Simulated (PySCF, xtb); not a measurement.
C3H9O3Si, SMILES C[Si](OC)(OC)[O], multiplicity 2. One conformer was computed; it need not be the lowest.

Harmonic wavenumbers (cm⁻¹) from GFN2-xTB (xtb 6.7.1) at its own minimum, in rising order: 65, 74, 79, 89, 107, 119, 162, 165, 172, 309, 327, 392, 425, 704, 716, 722, 795, 1112, 1115, 1123, 1132, 1148, 1150, 1162, 1274, 1394, 1410, 1413, 1415, 1467, 1469, 1478, 1480, 2931, 2933, 2970, 2973, 2983, 2985, 3086, 3137, 3139.

Question: What does B3LYP-D3(BJ)/def2-SVP (PySCF) give at its own minimum? (Estimate from the structure and the level; the computed values follow.)

Answer: 62, 66, 79, 85, 112, 123, 160, 199, 214, 307, 328, 352, 631, 700, 752, 780, 869, 894, 1142, 1164, 1178, 1180, 1212, 1220, 1254, 1415, 1433, 1474, 1476, 1477, 1478, 1479, 1482, 2993, 2995, 3032, 3065, 3066, 3108, 3109, 3124, 3141. Paired by order, the mean absolute difference is 41 cm⁻¹ and the zero-point energies are 76.2 and 77.8 kcal/mol.
